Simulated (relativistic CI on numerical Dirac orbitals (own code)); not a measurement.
Co3+ in a cubic cluster: 2p photoemission with charge transfer

Computed with a charge-transfer multiplet model of a cubic metal-ligand cluster with up to 2 ligand holes, Slater and spin-orbit integrals from Dirac-Coulomb-Breit ions, Slater integrals scaled by 0.9. The parameters are those of a tetrahedral site (10Dq negative, t2 hopping the larger). The ground state mixes d6 with configurations of k ligand holes L, whose averages lie at kΔ + k(k − 1)U_dd/2; a core hole lowers each added d electron by U_cd. 300 K, Lorentzian 0.6 eV and Gaussian 0.8 eV FWHM.

Atomic integrals in eV (Slater integrals scaled, ζ unscaled), ground: F2dd 11.345, F4dd 7.087, zeta_d 0.071; with the core hole: F2dd 12.888, F4dd 8.096, zeta_d 0.102, zeta_core 9.658, F2cd 7.721, G1cd 5.944, G3cd 3.382.

Cluster parameters (eV): Δ = 3.3, U_dd = 6.3, 10Dq = -0.3, 10Dq(ligand) = 0, V(eg) = 1.02, V(t2g) = -1.74, final-state hopping factor = 1.

```csv
Case,n_d,d6,d7L,d8L2,S
U_cd = 7.1 eV,6.22,0.79,0.20,0.01,2.00
U_cd = 7.7 eV,6.22,0.79,0.20,0.01,2.00
U_cd = 8.9 eV,6.22,0.79,0.20,0.01,2.00
```

Weights, n_d and S are thermal averages at 300 K. Binding energies count from the first peak over 30 % of the highest in each spectrum, which can be another peak from case to case. The parameters are a model scan and need not match a compound or its usual spin state. Peaks in eV (height, largest 100):
- U_cd = 7.1 eV: 0.0 (100), 1.1 (83), 6.6 (56), 12.7 (15), 16.4 (51), 17.2 (53), 22.6 (27), 26.7 (9)
- U_cd = 7.7 eV: 0.0 (100), 1.2 (82), 6.5 (61), 7.5 (61), 12.5 (19), 17.2 (54), 22.8 (30), 23.5 (31), 26.5 (14)
- U_cd = 8.9 eV: 0.0 (100), 1.4 (83), 6.6 (68), 8.2 (81), 12.0 (34), 17.0 (58), 23.6 (41), 26.2 (28)

For the case U_cd = 7.1 eV, Δ = 3.3 eV is smaller than U_dd = 6.3 eV, the charge-transfer side of the Zaanen-Sawatzky-Allen scheme. With the core hole the configuration with one ligand hole lies at Δ − U_cd = -3.8, -4.4, -5.6 eV from the one without, in the order of the table; where this is negative the screened configuration lies lower, though the effective hopping of about 3.1 eV (from the holes of the mixed ground state) mixes the two strongly wherever it is as large as the gap.
